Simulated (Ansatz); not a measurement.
Abridged output of a molecular run in Ansatz:

```
Functional definition: HF
1670 factors; integrals over basis functions are off by at most 1.0e-3 eV
mean field evaluation 1: about -27311.3686 eV, gradient 2.0e1 eV
mean field evaluation 2: about -27311.6028 eV, gradient 2.0e1 eV
mean field evaluation 4: about -27313.3096 eV, gradient 2.8e0 eV
mean field evaluation 8: about -27313.3328 eV, gradient 1.7e-1 eV
mean field -27313.33293551 eV, -1003.7464717381 hartree, gradient 2.8e-6 eV, S^2 0.000000; 0 other end points of the search recorded, 0 dependent functions left out
15 core orbitals not correlated: weight in the atoms' cores, before any rotation towards them, 1.000 or more for the frozen orbitals, at most 0.000 for the correlated occupied ones
reference -27313.33293551 eV, -1003.7464717381 hartree; 18, 18 occupied and 230, 230 virtual orbitals, 1670 factors
second order -22.57207864 eV of doubles, -0.00000000 eV of singles
cycle   1  -23.31240912 eV  change   -7.4e-1 eV  update   1.1e-1
cycle   2  -23.97381792 eV  change   -6.6e-1 eV  update   3.2e-2
cycle   3  -24.05426954 eV  change   -8.0e-2 eV  update   1.4e-2
cycle   4  -24.04371518 eV  change    1.1e-2 eV  update   3.6e-3
cycle   5  -24.04254211 eV  change    1.2e-3 eV  update   1.2e-3
cycle   6  -24.04245728 eV  change    8.5e-5 eV  update   3.6e-4
cycle   7  -24.04233575 eV  change    1.2e-4 eV  update   1.1e-4
cycle   8  -24.04234508 eV  change   -9.3e-6 eV  update   3.9e-5
perturbative correction -0.85751261 eV, -0.0315130072 hartree
Total energy: -27338.23279321 eV, -1004.6615246306 hartree
```

Its atoms:

Cartesian coordinates in Å:
```
Cl -0.913 0.144 -2.323
C 0.446 -0.738 -1.571
Si 0.992 0.167 -0.003
Sn -1.024 0.489 1.545
H 1.246 -0.796 -2.309
H 0.100 -1.748 -1.354
H 2.052 -0.648 0.657
H 1.577 1.478 -0.391
H -1.990 1.806 1.059
H -1.982 -0.926 1.542
H -0.504 0.771 3.148
```

Q: Which basis set was used?
A. cc-pV(D+d)Z
B. def2-TZVPP
C. def2-SVPD
D. def2-SVP

A: B. It gives 263 functions.

Q: Write the keys of the input that set method, charge and spin (a neutral closed shell needs none for the last two).

A: 
```yaml
correlation: {method: ccsd_t}
```
